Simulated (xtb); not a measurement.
ZrCl4, SMILES [Cl][Zr]([Cl])([Cl])[Cl], multiplicity 1. All values are semi-empirical tight-binding results from xtb (GFN2-xTB unless named), good for trends rather than for accurate numbers. The structure is a stationary point at GFN2-xTB. The spin state was assumed, not searched. The isomer is the one that the SMILES or the coordinates give; other isomers of the formula were not compared.

Optimised geometry:

Bonds (Å): Zr1–Cl2 2.251, Zr1–Cl3 2.251, Zr1–Cl4 2.251, Zr1–Cl5 2.251. Angles (°): Cl2–Zr1–Cl3 109.5, Cl2–Zr1–Cl4 109.5, Cl2–Zr1–Cl5 109.5, Cl3–Zr1–Cl4 109.5, Cl3–Zr1–Cl5 109.5, Cl4–Zr1–Cl5 109.5.
Charge 0, spin multiplicity 1.

For metal compounds this method's bond lengths and energies can be far off.

Computed properties:
```yaml
point_group_as_xtb_finds_it: Td
orbital_gap: 3.13 eV
zero_point_energy: 2.7 kcal/mol
G − E(el) at 298.15 K (modified RRHO): -18.6 kcal/mol
```

Computed atomic charges and the Wiberg bond orders between heavy atoms:
charges (e) Zr1 1.15, Cl2 -0.29, Cl3 -0.29, Cl4 -0.29, Cl5 -0.29. Bond orders Zr1–Cl2 1.12, Zr1–Cl3 1.12, Zr1–Cl4 1.12, Zr1–Cl5 1.12.
